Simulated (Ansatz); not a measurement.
Born–Oppenheimer molecular dynamics of CH7AlBNO2Si (14 atoms, charge 0, multiplicity 1). It starts from a relaxed structure.

Method: UKS PBE/STO-3G (Ansatz 0.2.0).

```yaml
ensemble: NVT, Nosé–Hoover chain
time_step: 0.5 fs
steps_asked: 166
set_temperature: 500 K
thermostat: time constant 100 fs, chain length 1
seed: 79882
```

First frame:

```xyz
14
Properties=species:S:1:pos:R:3
C -0.607 -1.850 0.067
Si 0.349 -0.210 -0.051
Al 2.438 -0.398 -1.051
N -0.714 1.169 -0.489
B -0.703 1.506 0.937
O -1.360 2.474 1.694
O 0.269 0.639 1.522
H -0.840 -2.253 -0.935
H -0.021 -2.617 0.603
H -1.559 -1.719 0.607
H 3.647 -0.793 -0.228
H 2.592 -0.136 -2.535
H -1.534 1.187 -1.144
H -1.971 2.971 1.033
```

Q: How far do the bonds stretch over the last three quarters of this one trajectory? (Pairs bonded in most of those frames.)

A: 
```
   bond  mean (Å)  spread (Å)  shortest  longest
 C1–Si2     1.910       0.025      1.87     1.96
  C1–H8     1.106       0.013      1.08     1.14
  C1–H9     1.107       0.036      1.05     1.16
 C1–H10     1.107       0.020      1.07     1.14
Si2–Al3     2.330       0.022      2.30     2.37
 Si2–N4     1.795       0.017      1.77     1.82
 Si2–B5     2.248       0.030      2.20     2.30
 Si2–O7     1.798       0.012      1.78     1.81
Al3–H11     1.518       0.013      1.50     1.54
Al3–H12     1.525       0.040      1.46     1.58
  N4–B5     1.473       0.025      1.44     1.53
 N4–H13     1.052       0.006      1.04     1.07
  B5–O6     1.397       0.019      1.37     1.44
  B5–O7     1.428       0.021      1.38     1.47
 O6–H14     1.032       0.035      0.98     1.08
```

Mean temperature of the second half: 291 K. The conserved energy stayed within 0.31 meV per atom of its start (net change 0.1 meV per atom), so the integration is sound. The mean temperature of the second half is 42 % below the set value. A run of 0.083 ps of so small a system gives no equilibrium averages. Limits of this set-up: minimal basis.

Run time: 6.7 min on 1 thread of AMD EPYC 9R45 96-Core Processor (Zen 5) (shared host), peak memory 0.16 GiB.
